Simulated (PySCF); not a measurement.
C2H8N2OSi, SMILES C/C=N\[Si@H](N)O. Heavy atoms are numbered as in [CH3:1]/[CH:2]=[N:3]\[Si@H:4]([NH2:5])[OH:6]. Hydrogens are named by the atom that carries them.

Geometry optimised at PBE0-D3(BJ)/def2-SVP. The structure was generated by enumeration; whether it is a known compound was not checked. One conformer was computed; it need not be the lowest.

All values below come from PySCF with PBE/def2-TZVP.

ESP charges are fitted to the potential on shells at 1.4 to 2.0 van der Waals radii. Atomic charges (e), one atom of each kind:

```json
[
 {"atom": "C1 (CH3)", "meta-Löwdin": "-0.38", "ESP fit": "-0.59"},
 {"atom": "C2 (CH)", "meta-Löwdin": "0.09", "ESP fit": "0.49"},
 {"atom": "N3", "meta-Löwdin": "-0.48", "ESP fit": "-0.64"},
 {"atom": "Si4 (SiH)", "meta-Löwdin": "1.08", "ESP fit": "0.98"},
 {"atom": "N5 (NH2)", "meta-Löwdin": "-0.73", "ESP fit": "-1.11"},
 {"atom": "O6 (OH)", "meta-Löwdin": "-0.74", "ESP fit": "-0.65"},
 {"atom": "H on C1", "meta-Löwdin": "0.13", "ESP fit": "0.17"},
 {"atom": "H on C2", "meta-Löwdin": "0.10", "ESP fit": "0.00"},
 {"atom": "H on Si4", "meta-Löwdin": "-0.16", "ESP fit": "-0.19"},
 {"atom": "H on N5", "meta-Löwdin": "0.24", "ESP fit": "0.40"},
 {"atom": "H on O6", "meta-Löwdin": "0.35", "ESP fit": "0.40"}
]
```

Computed Mayer and Wiberg (Löwdin basis) orders of the bonds:
```tsv
bond	Mayer	Wiberg
C1–C2	0.99	1.34
C2–N3	2.02	2.33
N3–Si4	1.10	1.32
Si4–N5	1.21	1.54
Si4–O6	1.27	1.67
```
